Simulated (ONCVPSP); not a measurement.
## potassium (K): ONCV pseudisation with LDA (Perdew-Wang 92), fully relativistic reference atom.

Input for ONCVPSP 4.0.1:

```
# ATOM AND REFERENCE CONFIGURATION
# atsym  z   nc   nv     iexc    psfile
  K 19.00    3    2  -001012      upf
#
#   n    l    f
    1    0    2.00
    2    0    2.00
    2    1    6.00
    3    0    2.00
    3    1    6.00
#
# PSEUDOPOTENTIAL AND OPTIMIZATION
# lmax
    2
#
#   l,   rc,      ep,       ncon, nbas, qcut
    0    1.70    0.00    5    9    9.20
    1    2.05    0.00    4    9    7.20
    2    1.55    0.12    5   10    6.20
#
# LOCAL POTENTIAL
# lloc, lpopt,  rc(5),   dvloc0
    4    4    1.10    1.00
#
# VANDERBILT-KLEINMAN-BYLANDER PROJECTORs
# l, nproj, debl
    0    2    0.40
    1    2    0.90
    2    2    2.70
#
# MODEL CORE CHARGE
# icmod, fcfact, rcfact
    1    0.40    0.00
#
# LOG DERIVATIVE ANALYSIS
# epsh1, epsh2, depsh
   -3.00    5.00    0.02
#
# OUTPUT GRID
# rlmax, drl
    6.00    0.01
#
# TEST CONFIGURATIONS
# ncnf
    4
# nvcnf
#   n    l    f
    3
    3    0    2.00
    3    1    6.00
    4    0    1.00
#
    3
    3    0    2.00
    3    1    6.00
    4    0    0.50
#
    3
    3    0    2.00
    3    1    6.00
    4    1    1.00
#
    3
    3    0    2.00
    3    1    5.00
    4    0    1.00
#
```

Command:

```bash
oncvpspr.x < K.dat > K.out
```

Output (shortened: citation, most of the input echo, consistency checks and plot data are left out):

```
ONCVPSP  (Optimized Norm-Conservinng Vanderbilt PSeudopotential)
relativistic version 4.0.1

#   n    l    f        energy (Ha)
    1    0    2.00    -1.2925838D+02
    2    0    2.00    -1.3171479D+01
    2    1    6.00    -1.0481626D+01    -1.0587624D+01
    3    0    2.00    -1.5198165D+00
    3    1    6.00    -9.1429808D-01    -9.2435260D-01

Reference configufation results
  iterations    23
  all-electron total energy (Ha)   -6.00400036D+02

Begin loop to  construct optimized pseudo wave functions
and semi-local pseudopoentials for all angular momenta

WARNING wellstate: negative energy specified for n= 4 l=  0
WARNING scattering state with energy  0.25000000
WARNING will be used for the first projector

   Wellstate for l =  0  n =  5 kap= -1
     eigenvalue =   0.2500
     asymptotic potential =   0.7500
     half-point radius =  7.0153

Calculating optimized projector #   1

 for l=   0

    Fraction of norm inside rc  0.829172
    Optimizing pswf for qcut=   9.19 a_B^-1,  ecut=  42.22 Ha
    Residual kinetic energy error=  5.78D-08 Ha

    Energy error per electron        Cutoff
         Ha          eV             Ha
         0.01000     0.27211       18.52
         0.00100     0.02721       24.86
         0.00010     0.00272       30.24
         0.00001     0.00027       34.48

Calculating optimized projector #   2

 for l=   0

    Fraction of norm inside rc  0.039801
    Optimizing pswf for qcut=   9.19 a_B^-1,  ecut=  42.22 Ha
    Residual kinetic energy error=  1.20D-08 Ha

    Energy error per electron        Cutoff
         Ha          eV             Ha
         0.01000     0.27211       12.57
         0.00100     0.02721       20.37
         0.00010     0.00272       26.64
         0.00001     0.00027       31.96

WARNING wellstate: negative energy specified for n= 4 l=  1
WARNING scattering state with energy  0.25000000
WARNING will be used for the first projector

   Wellstate for l =  1  n =  4 kap= -2
     eigenvalue =   0.2500
     asymptotic potential =   0.7500
     half-point radius =  3.4192

Calculating optimized projector #   1

 for l=   1

    Fraction of norm inside rc  0.856267
    Optimizing pswf for qcut=   7.21 a_B^-1,  ecut=  25.96 Ha
    Residual kinetic energy error=  3.10D-09 Ha

    Energy error per electron        Cutoff
         Ha          eV             Ha
         0.01000     0.27211        9.17
         0.00100     0.02721       12.70
         0.00010     0.00272       15.96
         0.00001     0.00027       18.70

Calculating optimized projector #   2

 for l=   1

    Fraction of norm inside rc  0.149646
    Optimizing pswf for qcut=   7.21 a_B^-1,  ecut=  25.96 Ha
    Residual kinetic energy error=  3.47D-09 Ha

    Energy error per electron        Cutoff
         Ha          eV             Ha
         0.01000     0.27211        8.41
         0.00100     0.02721       11.90
         0.00010     0.00272       14.93
         0.00001     0.00027       17.69

   Wellstate for l =  1  n =  4 kap=  1
     eigenvalue =  -0.0244

Calculating optimized projector #   1

 for l=   1

    Fraction of norm inside rc  0.859783
    Optimizing pswf for qcut=   7.21 a_B^-1,  ecut=  25.96 Ha
    Residual kinetic energy error=  3.76D-09 Ha

    Energy error per electron        Cutoff
         Ha          eV             Ha
         0.01000     0.27211        9.29
         0.00100     0.02721       12.84
         0.00010     0.00272       16.12
         0.00001     0.00027       18.86

Calculating optimized projector #   2

 for l=   1

    Fraction of norm inside rc  0.149626
    Optimizing pswf for qcut=   7.21 a_B^-1,  ecut=  25.96 Ha
    Residual kinetic energy error=  3.61D-09 Ha

    Energy error per electron        Cutoff
         Ha          eV             Ha
         0.01000     0.27211        8.51
         0.00100     0.02721       12.04
         0.00010     0.00272       15.17
         0.00001     0.00027       17.93

WARNING wellstate: moderately localized bound state found for n= 3 l=  2
WARNING scattering state with energy  0.05000000
WARNING will be used for the first projector

   Wellstate for l =  2  n =  4 kap= -3
     eigenvalue =   0.0500
     asymptotic potential =   0.5500
     half-point radius = 11.8963

   Wellstate for l =  2  n =  5 kap= -3
     eigenvalue =   2.7500
     asymptotic potential =   3.2500
     half-point radius =  3.0787

Calculating optimized projector #   1

 for l=   2

    Fraction of norm inside rc  0.099223
    Optimizing pswf for qcut=   6.21 a_B^-1,  ecut=  19.27 Ha
    Residual kinetic energy error=  2.41D-03 Ha

    Energy error per electron        Cutoff
         Ha          eV             Ha
         0.01000     0.27211       15.04
         0.00100     0.02721       30.42
         0.00010     0.00272      137.84
         0.00001     0.00027      158.79

Calculating optimized projector #   2

 for l=   2

    Fraction of norm inside rc  0.117084
    Optimizing pswf for qcut=   6.21 a_B^-1,  ecut=  19.27 Ha
    Residual kinetic energy error=  4.80D-02 Ha

    Energy error per electron        Cutoff
         Ha          eV             Ha
         0.01000     0.27211       24.36
         0.00100     0.02721       70.15
         0.00010     0.00272      168.14
         0.00001     0.00027      191.37

   Wellstate for l =  2  n =  3 kap=  2
     eigenvalue =   0.1200

   Wellstate for l =  2  n =  5 kap=  2
     eigenvalue =   2.5624

Calculating optimized projector #   1

 for l=   2

    Fraction of norm inside rc  0.246311
    Optimizing pswf for qcut=   6.21 a_B^-1,  ecut=  19.27 Ha
    Residual kinetic energy error=  4.95D-03 Ha

    Energy error per electron        Cutoff
         Ha          eV             Ha
         0.01000     0.27211       17.10
         0.00100     0.02721       57.80
         0.00010     0.00272      146.02
         0.00001     0.00027      162.91

Calculating optimized projector #   2

 for l=   2

    Fraction of norm inside rc  0.117190
    Optimizing pswf for qcut=   6.21 a_B^-1,  ecut=  19.27 Ha
    Residual kinetic energy error=  5.01D-02 Ha

    Energy error per electron        Cutoff
         Ha          eV             Ha
         0.01000     0.27211       24.81
         0.00100     0.02721       74.48
         0.00010     0.00272      172.71
         0.00001     0.00027      193.80

Construct Vanderbilt / Kleinmman-Bylander projectors

B matrix Hermiticity error, ll=  0  kap= -1
   1   2   -8.4885D-05

  Orthonormal projector coefficients  9.3077E+00  5.9601E-01

B matrix Hermiticity error, ll=  1  kap= -2
   1   2    7.9362D-05

  Orthonormal projector coefficients  1.8172E+00  4.4294E-01

B matrix Hermiticity error, ll=  1  kap=  1
   1   2    8.0086D-05

  Orthonormal projector coefficients  1.7816E+00  4.3884E-01

B matrix Hermiticity error, ll=  2  kap= -3
   1   2    5.9346D-05

  Orthonormal projector coefficients -8.3072E+00 -3.0321E+00

B matrix Hermiticity error, ll=  2  kap=  2
   1   2   -9.2545D-05

  Orthonormal projector coefficients -8.1927E+00 -2.9507E+00

 Orthonormal scalar projector coefficients, l =  1
  1.8052E+00  4.4159E-01  1.9193E-05  3.4166E-06

 Orthonormal spin-orbit projector coefficients, l =  1
  2.8518E-02 -5.6225E-03  3.8991E-03 -3.3446E-04

 Orthonormal scalar projector coefficients, l =  2
 -8.2555E+00 -3.0021E+00 -3.1783E-03 -6.9369E-05

 Orthonormal spin-orbit projector coefficients, l =  2
 -1.9604E-01  1.3525E-01 -2.1802E-02  4.2013E-03

Model core correction analysis
  based on d2Exc/dn_idn_j

d2excae - all-electron derivatives

   -2.738471D-02   -2.399062D-02
   -2.399079D-02   -2.172457D-02

d2excps - pseudofunction derivatives with no core correction

   -3.948842D-02   -3.443683D-02
   -3.443750D-02   -3.083537D-02

rms 2nd derivative error    1.058021E-02

Polynomial model core charge

d2excps - pseudofunction derivatives with core correction

   -3.607867D-02   -3.145444D-02
   -3.145493D-02   -2.815927D-02

rms 2nd derivative error    7.556658E-03

Pseudoatom total energy  -28.255963

Diagnostic tests using Vanderbilt-Kleinman-Bylander pseudopotentials
  relativistic with J = L +/- 1/2 projectors

   l  kap   rcore       rmatch      e in        delta e    norm test   slope test

   0  -1   1.7048128   1.7565746  -1.5198165  -0.0000017   1.0000709   1.0000763
   0  -1   1.7048128   1.7565746   0.2500000   0.0000099   1.0001817   1.0001817

   1  -2   2.0521736   2.1144820  -0.9142981  -0.0000012   1.0000537   1.0000626
   1   1   2.0521736   2.1144820  -0.9243526  -0.0000000   1.0000565   1.0000580
   1  -2   2.0521736   2.1144820   0.2500000   0.0000058   1.0001241   1.0001241
   1   1   2.0521736   2.1144820   0.2465005   0.0000066   1.0001233   1.0001233

   2  -3   1.5585006   1.6058201   0.0500000   0.0000029   1.0000574   1.0000574
   2   2   1.5585006   1.6058201  -0.1375786   0.0000064   1.0000513   1.0000513
   2  -3   1.5585006   1.6058201   2.7500000   0.0000370   1.0001609   1.0001609
   2   2   1.5585006   1.6058201   2.7494069   0.0000398   1.0001575   1.0001575

Diagnostic tests using Vanderbilt-Kleinman-Bylander pseudopotentials
  relativistic with scalar and spin-orbit non-local projectors

   l  kap   rcore       rmatch      e in        delta e    norm test   slope test

   0  -1   1.7048128   1.7565746  -1.5198165  -0.0000017   1.0000709   1.0000763
   0  -1   1.7048128   1.7565746   0.2500000   0.0000099   1.0001817   1.0001817

   1  -2   2.0521736   2.1144820  -0.9142981  -0.0000055   1.0000556   1.0000597
   1   1   2.0521736   2.1144820  -0.9243526  -0.0000043   1.0000584   1.0000552
   1  -2   2.0521736   2.1144820   0.2500000   0.0000028   1.0001222   1.0001222
   1   1   2.0521736   2.1144820   0.2465005   0.0000037   1.0001215   1.0001215

   2  -3   1.5585006   1.6058201   0.0500000   0.0001122   1.0000222   1.0000222
   2   2   1.5585006   1.6058201  -0.1375786   0.0001040   1.0000200   1.0000200
   2  -3   1.5585006   1.6058201   2.7500000   0.0003342   1.0001665   1.0001665
   2   2   1.5585006   1.6058201   2.7494069   0.0003364   1.0001638   1.0001638

Ghost test for J = L + 1/2

 Testing for bound ghosts
   n   l    E NL Schr. Eq   E Basis Diag.   E Cutoff

   1   0       -1.519818       -1.519786    120.15

   2   1       -0.914299       -0.914268     93.98

   3   2       -0.142931       -0.093536    227.60

 Testing for highly-localized positive-energy ghosts
       l    <radius>/rc     E Basis Diag.   E Cutoff

Ghost test for J = L - 1/2

 Testing for bound ghosts
   n   l    E NL Schr. Eq   E Basis Diag.   E Cutoff

   1   0       -1.519818       -1.519786    120.15

   2   1       -0.924353       -0.924324     93.98

   3   2       -0.143209       -0.094012    227.60

 Testing for highly-localized positive-energy ghosts
       l    <radius>/rc     E Basis Diag.   E Cutoff

Test configuration 0

   n   l kap    f        eae           eps        diff
   1   0  -1  2.0000 -129.25837769
   2   0  -1  2.0000  -13.17147944
   2   1  -2  4.0000  -10.48162580
   2   1   1  2.0000  -10.58762441
   3   0  -1  2.0000   -1.51981650   -1.51981819   -1.69E-06
   3   1  -2  4.0000   -0.91429808   -0.91429931   -1.23E-06
   3   1   1  2.0000   -0.92435260   -0.92435264   -3.68E-08

    Total energies and differences
      AE_ref= -6.00400036E+02  AE_tst= -6.00400036E+02  dif=  0.00E+00
      PS_ref= -2.82559629E+01  PS_tst= -2.82559629E+01  dif=  2.84E-14
      PSP excitation error= -2.84E-14

Test configuration 1

   n   l kap    f        eae           eps        diff
   1   0  -1  2.0000 -129.02953802
   2   0  -1  2.0000  -12.94292369
   2   1  -2  4.0000  -10.25310148
   2   1   1  2.0000  -10.35909868
   3   0  -1  2.0000   -1.29278037   -1.29281594   -3.56E-05
   3   1  -2  4.0000   -0.68892636   -0.68894420   -1.78E-05
   3   1   1  2.0000   -0.69889486   -0.69891174   -1.69E-05
   4   0  -1  1.0000   -0.08921757   -0.08921830   -7.27E-07

    Total energies and differences
      AE_ref= -6.00400036E+02  AE_tst= -6.00561873E+02  dif= -1.62E-01
      PS_ref= -2.82559629E+01  PS_tst= -2.84178004E+01  dif= -1.62E-01
      PSP excitation error=  3.44E-07

Test configuration 2

   n   l kap    f        eae           eps        diff
   1   0  -1  2.0000 -129.13605544
   2   0  -1  2.0000  -13.04931527
   2   1  -2  4.0000  -10.35948460
   2   1   1  2.0000  -10.46548250
   3   0  -1  2.0000   -1.39854761   -1.39857093   -2.33E-05
   3   1  -2  4.0000   -0.79410789   -0.79412034   -1.24E-05
   3   1   1  2.0000   -0.80410681   -0.80411819   -1.14E-05
   4   0  -1  0.5000   -0.16267315   -0.16267374   -5.91E-07

    Total energies and differences
      AE_ref= -6.00400036E+02  AE_tst= -6.00499091E+02  dif= -9.91E-02
      PS_ref= -2.82559629E+01  PS_tst= -2.83550177E+01  dif= -9.91E-02
      PSP excitation error=  7.89E-08

Test configuration 3

   n   l kap    f        eae           eps        diff
   1   0  -1  2.0000 -129.08491899
   2   0  -1  2.0000  -12.99849995
   2   1  -2  4.0000  -10.30858712
   2   1   1  2.0000  -10.41458206
   3   0  -1  2.0000   -1.34805430   -1.34806305   -8.75E-06
   3   1  -2  4.0000   -0.74327407   -0.74327645   -2.38E-06
   3   1   1  2.0000   -0.75328855   -0.75328969   -1.15E-06
   4   1  -2  0.6667   -0.05170153   -0.05170181   -2.82E-07
   4   1   1  0.3333   -0.05204042   -0.05204027    1.49E-07

    Total energies and differences
      AE_ref= -6.00400036E+02  AE_tst= -6.00502038E+02  dif= -1.02E-01
      PS_ref= -2.82559629E+01  PS_tst= -2.83579647E+01  dif= -1.02E-01
      PSP excitation error=  3.10E-08

Test configuration 4

   n   l kap    f        eae           eps        diff
   1   0  -1  2.0000 -129.60989766
   2   0  -1  2.0000  -13.50310089
   2   1  -2  4.0000  -10.81593097
   2   1   1  2.0000  -10.92208847
   3   0  -1  2.0000   -1.77459587   -1.77432420    2.72E-04
   3   1  -2  3.3333   -1.15218375   -1.15230924   -1.25E-04
   3   1   1  1.6667   -1.16316736   -1.16328030   -1.13E-04
   4   0  -1  1.0000   -0.32316166   -0.32313369    2.80E-05

    Total energies and differences
      AE_ref= -6.00400036E+02  AE_tst= -5.99644318E+02  dif=  7.56E-01
      PS_ref= -2.82559629E+01  PS_tst= -2.75001766E+01  dif=  7.56E-01
      PSP excitation error= -6.83E-05
```

The run took about 5.8 s on one core of a shared server CPU.
